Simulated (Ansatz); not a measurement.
F2Hf, SMILES [F][Hf][F], multiplicity 1.

Geometry optimised at r2SCAN-D4/def2-TZVP. The spin state was assumed, not searched. The def2 effective core potentials stand for the cores of Hf; spin–orbit coupling is left out.

Two levels are set side by side: PBE/def2-TZVPD (Ansatz, a first-principles code) and CAM-B3LYP/def2-TZVPD (Ansatz). Energy differences of separate SCF runs at the same geometry; the states with an electron removed or added have multiplicity 2 and 2. Differences are taken from unrounded values.

```csv
quantity,CAM-B3LYP
vertical ionisation energy (eV),7.69
vertical electron affinity (eV),0.60
vertical singlet–triplet gap (eV),0.61
```

Question: What does PBE give, and how far is it from CAM-B3LYP? (The exact figures need the calculation; the answer reports its results.)

Answer: 
```
quantity                            PBE  PBE minus CAM-B3LYP
---------------------------------  ----  -------------------
vertical ionisation energy (eV)    7.47                -0.22
vertical electron affinity (eV)    0.62                 0.01
vertical singlet–triplet gap (eV)  0.55                -0.05
```
